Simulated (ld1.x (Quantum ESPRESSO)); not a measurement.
Before and after: RRKJ potential for Ni (Z = 28)

| Property | Result |
| --- | --- |
| Element | nickel |
| Generator | ld1.x (Quantum ESPRESSO) 7.5 |
| Type | norm-conserving RRKJ (Kleinman–Bylander form) |
| Functional | PBEsol |
| Relativity | scalar-relativistic |
| Frozen core | [Ne] |
| Valence charge | 18 |
| Reference configuration | 3s2 3p6 3d8 4s2 4p0 |
| Partial waves | 3s (bound): rc 1.15 bohr; 3d (bound): rc 1.40 bohr; 3p (bound): rc 1.15 bohr |
| Local potential | the p channel |
| Core correction | none |
| rho0 | 0.005 |

Occupied shells without a wave of their own: 4s. They enter only through the test configuration that unscreens the potential.

Change: wave 3p (bound): rc 1.15 bohr becomes 3p (bound): rc 1.54 bohr.

Cutoffs: the cutoffs (Ry, on a coarse ladder) from which the occupation-weighted sum of valence levels, in a spherical-Bessel basis at the reference potential, stays within 10 and 1 mRy of its value at 400 Ry; they do not see the model core or the augmentation charge, which bear on the density cutoff. Errors are all-electron minus pseudo energies relative to the spin-unpolarised reference configuration.

Q: Predict the effect on cutoff, ghosts and configuration errors.

A: The potential gets softer (140 Ry and 180 Ry → 120 Ry and 160 Ry); the miss of the reference levels goes from 0.01 to 0.27 eV; of the 7 tests that both files solve, the error grows in 7 and shrinks in 0 by more than 15 % and 0.3 meV (median size 28.6 → 387.8 meV); neither file shows a bound ghost. A larger radius leaves more room for a smooth pseudo-wave, so fewer plane waves are needed. More of the atom is replaced by a form fitted at one configuration, so other configurations suffer.

```csv
quantity,base,changed
"cutoff, loose",140 Ry,120 Ry
"cutoff, tight",180 Ry,160 Ry
loose cutoff by channel (10 mRy a level),"s 110 Ry, d 80 Ry, p 70 Ry","s 110 Ry, d 80 Ry, p 60 Ry"
bound ghosts,none,none
"largest miss of a reference level, eV",0.01,0.27
"error for 3s2 3p6 3d8 4s1 4p0, meV [ΔE 9.34 eV]",+10,+355
"error for 3s2 3p6 3d8 4s0 4p0, meV [ΔE 26.60 eV]",+32,+894
"error for 3s2 3p6 3d7 4s0 4p0, meV [ΔE 64.03 eV]",+20,+1217
"error for 3s2 3p6 3d9 4s1 4p0, meV [ΔE -1.61 eV]",+14,+212
"error for 3s2 3p6 3d8 4s1 4p1, meV [ΔE 4.63 eV]",+29,+192
"error for 3s2 3p6 3d8 4s0 4p2, meV [ΔE 9.54 eV]",+68,+388
"error for 3s2 3p6 3d8 4s0 4p1, meV [ΔE 15.05 eV]",+60,+563
```

Changed file: The 4s level has no wave, so the channel is fitted at the deeper level alone: the likely source of the large errors.
